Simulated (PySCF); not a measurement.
# Worked example: oscillator strength and radiative lifetime

C4H2BrCl, SMILES C#C/C(=C\Cl)Br.

The structure is a stationary point at ωB97X-D3(BJ)/def2-SVP. The structure was generated by enumeration; whether it is a known compound was not checked.

TDA-M06-2X/def2-SVPD run with PySCF puts the first singlet state with f over 0.02 at 5.55 eV (vertical), with the transition dipole (-1.089, 1.131, 0.000) in atomic units.

### Question
Find the oscillator strength, the wavelength and the radiative lifetime that this transition would have in vacuum if emission retraced absorption.

### Answer

|μ|² = 2.4651 au, so |μ| = 3.99 D. ΔE = 5.55/27.211 = 0.2040 hartree. f = (2/3) ΔE |μ|² = 0.335 (the program prints 0.335).
λ = 1239.84/5.55 = 223 nm; ν = 44764 cm⁻¹.
Einstein's coefficient A = 0.6670 ν² f s⁻¹ (ν in cm⁻¹) = 4.5e8 s⁻¹, so τ = 1/A = 2.2 ns. This state is S3; the lower singlets have f = 0.000, 0.000. The figure is the radiative limit of this one transition; relaxation, internal conversion, crossing to triplets and a medium change what is measured.
